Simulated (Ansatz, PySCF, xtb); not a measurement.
Pair of molecules: HCl (SMILES Cl) (first 2 atoms) with CH3F (SMILES CF); geometry from B3LYP-D3(BJ)/def2-TZVP, rigid monomers moved along the line of their centres of mass till H2···F4 is 2.23 Å.
(charge 0, multiplicity 1):
```xyz
7

Cl     0.16521     0.05212    -0.13614
H      0.21538     0.50856     1.07035
C     -0.52023    -0.54841     3.81580
F      0.01917     0.63177     3.28367
H      0.19617    -0.95775     4.52651
H     -1.45721    -0.29929     4.31171
H     -0.69205    -1.24641     2.99727
```

Monomers are frozen at their geometry in the pair; levels with a basis set take the counterpoise correction. Rows marked so take none.

Rows in 3-21G, 6-31G* carry no dispersion term and start afresh at each structure (6-31G* with six Cartesian d functions).

The values were computed with Ansatz (Gaussian orbitals); PySCF for 3-21G rows, 6-31G* rows, the dispersion terms; xtb for the GFN methods. Values without a source in brackets are computed.

Q: One of these levels gives -3.08 kcal/mol for the interaction energy. Name it.
A. HF/6-31G*
B. PBE-D4/def2-TZVPPD
C. GFN2-xTB
D. B3LYP/3-21G (no counterpoise)

A: C, GFN2-xTB. The others give -2.53 (HF/6-31G*), -3.56 (PBE-D4/def2-TZVPPD), -8.52 (B3LYP/3-21G (no counterpoise))

Ansatz is an electronic-structure program.
